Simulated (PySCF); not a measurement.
Spinor energies of Pd⁺ (palladium, charge +1)

Start: [Kr] 4d9; 4d3/2 filled at m_j = -3/2, -1/2, +1/2, +3/2; 4d5/2 filled at m_j = -3/2, -1/2, +1/2, +3/2, +5/2. Calculated with PySCF 2.14 in x2c-TZVPPall-2c: generalised Hartree-Fock with the X2C-1e Hamiltonian and a Gaussian nucleus; one run each with spin-orbit coupling (SO) switched off, then screened by Boettger's factors.

```
spinor shell  electrons  ε, spin-free (eV)  ε, screened SO (eV)  weight of nominal j (screened SO)  rms radius, screened SO (bohr)
       1s1/2          2           -24486.9             -24485.1                              1.000                          0.0365
       2s1/2          2            -3668.7              -3668.2                              1.000                           0.150
       2p1/2          2            -3283.5              -3393.8                              1.000                           0.130
       2p3/2          4            -3283.5              -3232.4                              1.000                           0.135
       3s1/2          2            -706.75              -706.59                              1.000                           0.403
       3p1/2          2            -576.91              -596.83                              1.000                           0.399
       3p3/2          4            -576.91              -567.60                              1.000                           0.410
       3d3/2          4            -371.08              -374.55                              0.999                           0.387
       4s1/2          2            -116.43              -116.39                              1.000                            1.02
       4p1/2          2            -77.070              -80.966                              0.986                            1.10
       4p3/2          4            -77.070              -75.207                              0.993                            1.13
       4d3/2          4            -20.670              -21.213                              0.901                            1.57
       4d5/2          5            -20.670              -20.246                              0.921                            1.60
```

Problem. Where does 3d5/2 lie, and what is the 3d spin-orbit splitting (screened SO)?

Solution. At -368.60 eV, 5.954 eV above 3d3/2.

| quantity | spin-free | screened SO |
| --- | --- | --- |
| E (hartree) | -5042.08935 | -5042.95079 |
| M_J | 5/2 | 5/2 |
| ⟨J²⟩ | 8.778 | 8.781 |
| ⟨L²⟩ | 6.022 | 6.037 |
| ⟨S²⟩ | 0.756 | 0.769 |

Each row is a mean over spinors that exchange with the open shell spreads, by up to 4.973 eV (4p3/2).

Breit and QED terms are absent; they matter most for the inner s and p1/2 levels.

Densities and radii are taken from the X2C orbitals without a picture-change correction, which distorts them close to the nucleus.

Without spin-orbit coupling the j labels of p, d and f shells carry no meaning; the spin-free column gives the mean over the occupied spinors of each nl shell.
